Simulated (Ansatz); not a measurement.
Program: Ansatz. Geometries: PBE0-D4/def2-TZVP. ΔE: electronic, gas phase. CCSD(T)/CBS is the MP2 limit (def2-TZVPP, def2-QZVPP) plus CCSD(T) − MP2 in def2-TZVPP, frozen cores. DFT in def2-TZVPP. B3LYP here is the variant with VWN-RPA as its local correlation; programs differ in this. For Ga outer-core shells are correlated without core-valence functions, which leaves a few kJ/mol of doubt a bond. Scalar relativity is left out up to krypton. Each species was taken in one conformer, which may not be the lowest.

Consider the redistribution: `[NH2][GaH][SiH2][SiH3]` + `O[SiH2]PO` → `OP[SiH2][SiH3]` + `[NH2][GaH][SiH2]O`.

`[NH2][GaH][SiH2][SiH3]`:

Z-matrix (Å, degrees):
```
Si
Ga 1 2.399
Si 1 2.339 2 110.6
H 1 1.492 2 110.9 3 119.8
H 1 1.492 2 111.3 3 -120.5
N 2 1.816 1 117.0 3 103.5
H 2 1.566 1 127.2 3 -74.5
H 3 1.489 1 109.8 2 -60.4
H 3 1.488 1 112.1 2 179.0
H 3 1.489 1 109.9 2 58.4
H 6 1.006 2 124.2 1 2.7
H 6 1.006 2 123.9 1 -178.9
```

`O[SiH2]PO`:

```xyz
9

O     0.775    0.616    1.467
Si   -0.602   -0.145    0.981
P    -0.369   -0.776   -1.181
O     0.538    0.579   -1.588
H     1.216    1.115    0.774
H    -1.778    0.763    1.069
H    -0.824   -1.327    1.851
H     0.705   -1.667   -0.883
H     0.339    0.842   -2.490
```

`OP[SiH2][SiH3]`:

Z-matrix (Å, degrees):
```
Si
P 1 2.261
Si 1 2.342 2 107.5
H 1 1.489 2 112.1 3 -121.5
H 1 1.489 2 108.5 3 118.6
O 2 1.665 1 100.3 3 165.6
H 2 1.426 1 92.5 3 65.7
H 3 1.488 1 110.2 2 -60.2
H 3 1.487 1 110.3 2 59.7
H 3 1.487 1 110.3 2 179.9
H 6 0.960 2 109.1 1 140.7
```

`[NH2][GaH][SiH2]O`:

```xyz
10

N     1.520   -0.558   -1.682
Ga    1.054   -0.485    0.074
Si   -1.010    0.638    0.592
O    -1.720   -0.189    1.843
H     0.959   -0.195   -2.434
H     2.367   -0.983   -2.021
H     2.077   -1.146    1.059
H    -0.776    2.065    0.974
H    -1.927    0.693   -0.589
H    -2.545    0.159    2.184
```

Is it downhill or uphill in electronic energy at CCSD(T)/CBS, and by how much? (An estimate is asked.)

Computed: Uphill: ΔE = +0.21 eV.

What do these levels give: B3LYP-D4, ωB97M-V, r2SCAN, PBE0, B3LYP, HF/def2-TZVPP, MP2/def2-TZVPP, SCS-MP2/def2-TZVPP, CCSD/def2-TZVPP, CCSD(T)/def2-TZVPP, MP2/def2-QZVPP, CCSD/CBS(def2)? (An estimate is asked.)

The calculation gave: B3LYP-D4 0.20, ωB97M-V 0.22, r2SCAN 0.22, PBE0 0.20, B3LYP 0.18, HF/def2-TZVPP 0.18, MP2/def2-TZVPP 0.23, SCS-MP2/def2-TZVPP 0.21, CCSD/def2-TZVPP 0.21, CCSD(T)/def2-TZVPP 0.22, MP2/def2-QZVPP 0.22, CCSD/CBS(def2) 0.20 eV.

Largest T1 diagnostic among the species: 0.015.

In def2-TZVPP, CCSD(T) changes the Hartree–Fock value by +0.05 eV (the triples alone add +0.01 eV) and MP2 by +0.05 eV.
